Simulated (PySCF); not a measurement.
**Electron correlation in Nd (neodymium, neutral)**

[Xe] 4f4 6s1 6p1, one real determinant (an excited configuration). Computed with PySCF 2.14 in cc-pVDZ-X2C (8s7p5d3f1g, 84 functions), with the spin-free X2C one-electron Hamiltonian (Gaussian nucleus). Frozen: [Ar] 3d10; 32 electrons correlated.

MP2 pair energies summed by pair of shells (mhartree):

| pair | energy | share (%) |
| --- | --- | --- |
| 4d-4d | -163.32 | 21.9 |
| 5p-5p | -119.90 | 16.1 |
| 4d-5p | -94.78 | 12.7 |
| 4f-5p | -86.07 | 11.5 |
| 4d-4f | -73.45 | 9.8 |
| 5s-5p | -33.33 | 4.5 |
| 4f-4f | -28.91 | 3.9 |
| 4p-4d | -24.99 | 3.3 |
| 4d-5s | -23.06 | 3.1 |
| 4f-5s | -15.26 | 2.0 |
| 4p-4f | -12.83 | 1.7 |
| 5p-6s | -12.80 | 1.7 |
| 4p-4p | -12.53 | 1.7 |
| 4s-4d | -6.42 | 0.9 |
| 4p-5p | -6.31 | 0.8 |
| 5s-5s | -6.10 | 0.8 |
| 5p-6p | -5.55 | 0.7 |
| 4p-5s | -3.91 | 0.5 |
| 4f-6s | -2.89 | 0.4 |
| 4s-4p | -2.45 | 0.3 |
| 4s-4f | -2.12 | 0.3 |
| 4d-6s | -2.04 | 0.3 |
| 6s-6p | -1.38 | 0.2 |
| 4f-6p | -1.30 | 0.2 |
| 4s-4s | -1.02 | 0.1 |
| 4d-6p | -0.97 | 0.1 |
| 5s-6s | -0.78 | 0.1 |
| 4s-5p | -0.76 | 0.1 |
| 5s-6p | -0.39 | 0.1 |
| 4s-5s | -0.23 | 0.0 |

Total MP2 correlation energy: -746.04 mhartree.

Same-spin part -290.74 and opposite-spin part -455.30 mhartree; SCS-MP2 scales them by 1/3 and 6/5 to -643.28 mhartree.

The basis was made for the ground configuration and has no added diffuse functions, which can raise the energy of the promoted electron.

The reference is one real determinant that mixes LS terms of this configuration.

This basis was not built for core-valence correlation, so the inner-shell part is incomplete.
